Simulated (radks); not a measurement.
Values are calculated unless marked as measured or tabulated.
Charge is removed step by step from the 2s down level of the phosphorus ion P2+, starting from [He] 2s(up 1, down 1) 2p6 3s2 3p1. Code: a radial shooting solver on a logarithmic mesh with Libxc functionals. Model: scalar-relativistic Kohn-Sham, r2SCAN, spin-polarised, spherical densities, finite nucleus; open shells are filled with parallel spins first; meta-GGA in the generalised Kohn-Sham scheme; Fermi nuclear charge, rms radius 3.1889 fm.

removed (e)  E - E(0) (eV)  eigenvalue (eV)  E minus straight line (eV)
0                    0.000          -201.90                       0.000
0.25                51.464          -209.87                      -3.012
0.5                 104.93          -217.91                      -4.023
0.75                160.41          -225.97                      -3.020
1                   217.91          -234.03                       0.000

Removing the whole electron costs 217.91 eV by Delta-SCF, against 201.90 eV from minus the eigenvalue at the starting occupation. Slater's transition state (half an electron removed) gives 217.91 eV. Integrating minus the eigenvalue over the occupation (Janak's theorem) gives 217.93 eV. In this scalar-relativistic scheme the density is built from large components alone, so the theorem holds only approximately. The mean slope of the eigenvalue, de/dn, is 32.1 eV per electron.
